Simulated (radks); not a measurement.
Pm XXXV, configuration [Ar] 3d9. All-electron calculation, non-relativistic Kohn-Sham, LDA (Slater exchange, Perdew-Wang correlation), spin-unpolarised, spherical densities, point nucleus; relativity is left out, which matters for an element this heavy. Program: a radial shooting solver on a logarithmic mesh with Libxc functionals.

Unscreened Slater integrals over Kohn-Sham orbitals (hartree).

F0(3d,3d): 3.9803
F2(3d,3d): 2.0366
F4(3d,3d): 1.3121
F0(3d,3p): 3.6738
F2(3d,3p): 1.7660
G1(3d,3p): 1.9009
G3(3d,3p): 1.2629
F0(3d,3s): 3.5745
G2(3d,3s): 1.3716
F0(3d,2p): 5.0819
F2(3d,2p): 1.5036
G1(3d,2p): 1.3830
G3(3d,2p): 0.79760
F0(3p,3p): 3.4897
F2(3p,3p): 1.7645
F0(3p,3s): 3.4063
G1(3p,3s): 2.2018
F0(3p,2p): 4.6317
F2(3p,2p): 1.1292
G0(3p,2p): 0.43836
G2(3p,2p): 0.48213
F0(3s,3s): 3.3380
F0(3s,2p): 4.3926
G1(3s,2p): 0.42694
F0(2p,2p): 10.128
F2(2p,2p): 4.8429

Derived for the open shells (J is the average intra-shell exchange parameter used in DFT+U). 3d: Racah B = F2/49 - 5 F4/441 = 0.02669 hartree, C = 35 F4/441 = 0.1041 hartree, C/B = 3.90, F4/F2 = 0.644, J = (F2 + F4)/14 = 0.2392 hartree.
